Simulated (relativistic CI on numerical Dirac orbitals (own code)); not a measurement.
One change at a time: Ir XVIII

Base calculation: Dirac-Coulomb-Breit CI, orbitals from a KLI potential per configuration, model QED (radiative potential, 1s self-energy scaled to tabulated hydrogen-like ionisation energies), unscaled Slater integrals.

Configurations in the expansion (outside the closed core [Kr]): 4d¹⁰4f¹²5s², 4d¹⁰4f¹⁴, 4d¹⁰4f¹³5s, 4d¹⁰4f¹²5s5p, 4d¹⁰4f¹¹5s²5p, 4d¹⁰4f¹²5s5d, 4d¹⁰4f¹¹5s5p², 4d¹⁰4f¹³5d, 4d⁹4f¹³5s², 4d¹⁰4f¹³6s, 4d¹⁰4f¹²5s5g, 4d¹⁰4f¹³5p, 4d⁹4f¹⁴5p, 4d¹⁰4f¹²5p², 4d¹⁰4f¹¹5p³, 4d⁹4f¹³5p², 4d¹⁰4f¹³5f, 4d⁹4f¹⁴5f. Double excitations out of closed p, d and f shells are left out; levels of such configurations are missing from the list, as are those of other unlisted configurations, and high levels can miss mixing partners.

Variants: (1) one mean potential for all configurations. Shifts of the energy above 4d¹⁰4f¹³5s ³F°4, in cm⁻¹, for the lowest level and the first level of each name with at least 55 % of one term (blank where a level changes its place among those of its configuration and J or its character, or is not in the variant):

| Level | Base | Δ(1) |
| --- | --- | --- |
| 4d¹⁰4f¹³5s ³F°4 | 0 | 0 |
| 4d¹⁰4f¹³5s ³F°3 | 5003 | +2 |
| 4d¹⁰4f¹⁴ ¹S0 | 6257 | +6899 |
| 4d¹⁰4f¹³5s ³F°2 | 25005 | -3 |
| 4d¹⁰4f¹³5s ¹F°3 | 30902 | 0 |
| 4d¹⁰4f¹²5s² ³H6 | 31209 | +15565 |
| 4d¹⁰4f¹²5s² ³F4 | 41583 | +15339 |
| 4d¹⁰4f¹²5s² ³H5 | 54471 | +16227 |
| 4d¹⁰4f¹²5s² ³F2 | 64781 | +15408 |
| 4d¹⁰4f¹²5s² ³F3 | 67088 | +16042 |
| 4d¹⁰4f¹²5s² ¹I6 | 104300 | +15435 |
| 4d¹⁰4f¹²5s² ³P0 | 107421 | +14902 |
| 4d¹⁰4f¹²5s² ³P1 | 112327 | +15394 |
| 4d¹⁰4f¹²5s² ¹S0 | 191503 | +14686 |
| 4d¹⁰4f¹³5p ³D3 | 317629 | +549 |
| 4d¹⁰4f¹³5p ³G3 | 343285 | +597 |
| 4d¹⁰4f¹²5s5p ⁵D°0 | 380490 | +15910 |
| 4d¹⁰4f¹¹5s²5p ⁵H7 | 385904 | +61988 |

At this charge transitions that keep the count of f electrons are usually good to a few per cent. Terms inside the open d or f shell come out 10 to 20 % too wide with unscaled integrals. Levels that differ in their count of f electrons can be misplaced by several ten thousand cm⁻¹, since the correlation energy of f electrons is missing or only estimated; rates across such gaps can be off by orders of magnitude. The computed lowest level isn't the tabulated ground level, which NIST ASD gives as 4f12 5s2 3H6; for such ions that label comes from theory and may be the wrong one.

Ionisation energy from one configuration of each of the two ions, the ground ones as tabulated or assumed: base 434.135 eV. The NIST ASD value (theoretical) is 445 ± 22 eV.

LS names give the leading component of a level, which can be under half, so a name can repeat, a term be missing and a line seem to break the LS rules.
